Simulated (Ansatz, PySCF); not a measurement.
Species: SiBr2, net charge 0, singlet state. 
Coordinates optimised at B3LYP-D3(BJ)/def2-TZVP (Ansatz, a program for electronic structure):
```xyz
3

Si     0.0168     0.0210     1.1850
Br     0.9530    -1.4915    -0.2242
Br    -0.9597     1.4831    -0.2498
```

Wanted: atomisation energy (electronic, to ground-state atoms), in eV. Cores are frozen in the correlated levels unless marked. Open shells are spin-unrestricted. Spin-orbit coupling is left out. Frozen are the shells of the preceding noble gas and the d and f shells that filled before the atom's block. No relativistic terms. The coupled-cluster limit lacks core correlation, which all-electron functionals hold. CBS(X,Y): correlation extrapolated as X^-3; Hartree-Fock from the larger set.

```
level                                      program  atomisation energy (eV)
----------------------------------  --------------  -----------------------
HF/def2-SVPD                                Ansatz                     5.08
PBE-D3(BJ)/def2-TZVPD               Ansatz + dftd3                     8.15
M06-L/def2-TZVPD                             PySCF                     7.72
PBE0/def2-SVP                               Ansatz                     7.67
PBE0-D4/def2-TZVPD                  Ansatz + dftd4                     7.88
BHLYP-D4/def2-TZVPD                 Ansatz + dftd4                     7.39
BHLYP/def2-TZVPD                            Ansatz                     7.19
M06-2X/def2-TZVPD                            PySCF                     7.75
LC-wPBE-D3(BJ)/def2-TZVPD           Ansatz + dftd3                     7.46
B2PLYP-D4/def2-TZVPD                Ansatz + dftd4                     7.65
MP2/STO-3G                                  Ansatz                     7.87
MP2/def2-SVPD                               Ansatz                     7.21
MP2/CBS(def2-TZVPP,def2-QZVPP)              Ansatz                     8.08
RI-MP2/def2-QZVPP                           Ansatz                     7.91
RI-MP2/def2-QZVPPD                          Ansatz                     7.91
SCS-MP2/STO-3G                              Ansatz                     7.91
SCS-MP2/def2-TZVPP                          Ansatz                     7.44
CCSD/def2-SVPD                              Ansatz                     6.70
CCSD(T)/6-31G                               Ansatz                     4.91
CCSD(T)/def2-TZVPP                          Ansatz                     7.36
CCSD(T)/CBS(def2-TZVPP,def2-QZVPP)          Ansatz                     7.79
```

The Hartree-Fock reference is unstable (checked in the largest basis), which strains HF and MP2.
